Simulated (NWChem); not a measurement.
System: WO3; SMILES [O]=[W](=[O])=[O]

NWChem input:

```
start job
memory heap 200 mb stack 900 mb global 1100 mb
geometry units angstroms noautosym
  W      0.000000     0.000000     0.076835
  O      1.675118    -0.440914    -0.301862
  O     -1.219399    -1.230236    -0.301862
  O     -0.455719     1.671151    -0.301862
end
basis spherical
  * library def2-svp
end
ecp
  W library def2-ecp
end
dft
  xc pbe0
  grid fine
  iterations 150
end
driver
  maxiter 120
  tight
end
task dft optimize
dft
  grid fine
  convergence energy 1d-8 density 1d-7
end
task dft freq numerical
```

NWChem printed, in part:

```
             Northwest Computational Chemistry Package (NWChem) 7.3.0
             --------------------------------------------------------

                             Geometry "geometry" -> ""
                             -------------------------

 Output coordinates in angstroms (scale by  1.889725989 to convert to a.u.)

  No.       Tag          Charge          X              Y              Z
 ---- ---------------- ---------- -------------- -------------- --------------
    1 W                   74.0000     0.00000000    -0.00000008     0.09274212
    2 O                    8.0000     1.67511800    -0.44091408    -0.28595488
    3 O                    8.0000    -1.21939900    -1.23023608    -0.28595488
    4 O                    8.0000    -0.45571900     1.67115092    -0.28595488

 Effective nuclear repulsion energy (a.u.)     563.9119556877

                                Z-matrix (autoz)
                                --------

 Units are Angstrom for bonds and degrees for angles

      Type          Name      I     J     K     L     M      Value
      ----------- --------  ----- ----- ----- ----- ----- ----------
    1 Stretch                  1     2                       1.77309
    2 Stretch                  1     3                       1.77308
    3 Stretch                  1     4                       1.77309
    4 Bend                     2     1     3               115.56752
    5 Bend                     2     1     4               115.56764
    6 Bend                     3     1     4               115.56748
    7 Torsion                  2     1     3     4        -139.39787
    8 Torsion                  2     1     4     3         139.39782
    9 Torsion                  3     1     2     4         139.39781
   10 Torsion                  2     4     1     3        -139.39782
   11 Torsion                  3     2     1     4        -139.39781
   12 Torsion                  2     3     1     4         139.39787

                           NWChem Geometry Optimization
                           ----------------------------

 maximum gradient threshold         (gmax) =   0.000015
 rms gradient threshold             (grms) =   0.000010
 maximum cartesian step threshold   (xmax) =   0.000060
 rms cartesian step threshold       (xrms) =   0.000040
 fixed trust radius                (trust) =   0.300000
 source of zmatrix                         =   autoz

[...]

      ----------------------
      Optimization converged
      ----------------------

  Step       Energy      Delta E   Gmax     Grms     Xrms     Xmax
  ---- ---------------- -------- -------- -------- -------- --------
@   11    -292.39775805  7.0D-08  0.00001  0.00000  0.00002  0.00003
                                     ok       ok       ok       ok

                                Z-matrix (autoz)
                                --------

 Units are Angstrom for bonds and degrees for angles

      Type          Name      I     J     K     L     M      Value     Gradient
      ----------- --------  ----- ----- ----- ----- ----- ---------- ----------
    1 Stretch                  1     2                       1.71569    0.00000
    2 Stretch                  1     3                       1.71567   -0.00001
    3 Stretch                  1     4                       1.71568    0.00000
    4 Bend                     2     1     3               106.46104   -0.00000
    5 Bend                     2     1     4               106.46203    0.00000
    6 Bend                     3     1     4               106.46097   -0.00000
    7 Torsion                  2     1     3     4        -113.29247   -0.00000
    8 Torsion                  2     1     4     3         113.29179   -0.00000
    9 Torsion                  3     1     2     4         113.29174   -0.00000
   10 Torsion                  2     4     1     3        -113.29179    0.00000
   11 Torsion                  3     2     1     4        -113.29174    0.00000
   12 Torsion                  2     3     1     4         113.29247    0.00000

                         Geometry "geometry" -> "geometry"
                         ---------------------------------

[...]

 Rotational Constants
 --------------------
 A=   0.220072 cm-1  (  0.316627 K)
 B=   0.220067 cm-1  (  0.316620 K)
 C=   0.139497 cm-1  (  0.200700 K)

 Temperature                      =   298.15K
 frequency scaling parameter      =   1.0000

 Zero-Point correction to Energy  =    5.723 kcal/mol  (  0.009120 au)
 Thermal correction to Energy     =    8.278 kcal/mol  (  0.013192 au)
 Thermal correction to Enthalpy   =    8.870 kcal/mol  (  0.014136 au)

 Total Entropy                    =   71.154 cal/mol-K
   - Translational                =   42.207 cal/mol-K (mol. weight = 231.9357)
   - Rotational                   =   24.972 cal/mol-K (symmetry #  =        1)
   - Vibrational                  =    3.975 cal/mol-K

 Cv (constant volume heat capacity) =   11.902 cal/mol-K
   - Translational                  =    2.979 cal/mol-K
   - Rotational                     =    2.979 cal/mol-K
   - Vibrational                    =    5.943 cal/mol-K

[normal modes left out]

 ----------------------------------------------------------------------------
 Normal Eigenvalue ||           Projected Infra Red Intensities
  Mode   [cm**-1]  || [atomic units] [(debye/angs)**2] [(KM/mol)] [arbitrary]
 ------ ---------- || -------------- ----------------- ---------- -----------
    1       -0.000 ||    0.002382           0.055         2.322       0.670
    2       -0.000 ||    0.000076           0.002         0.074       0.021
    3       -0.000 ||    0.000147           0.003         0.143       0.041
    4        0.000 ||    0.018885           0.436        18.410       5.310
    5        0.000 ||    0.000742           0.017         0.723       0.209
    6        0.000 ||    0.017643           0.407        17.200       4.961
    7      306.605 ||    0.025390           0.586        24.752       7.139
    8      352.414 ||    0.002763           0.064         2.694       0.777
    9      352.444 ||    0.002765           0.064         2.695       0.777
   10      972.170 ||    0.175735           4.054       171.315      49.412
   11      972.173 ||    0.175745           4.055       171.325      49.415
   12     1049.173 ||    0.004512           0.104         4.398       1.269
 ----------------------------------------------------------------------------
```

Level: PBE0/def2-SVP with def2 effective core potentials on W. def2 effective core potentials on W; no spin-orbit coupling. The printed entropy takes a lower symmetry number than the molecule has.
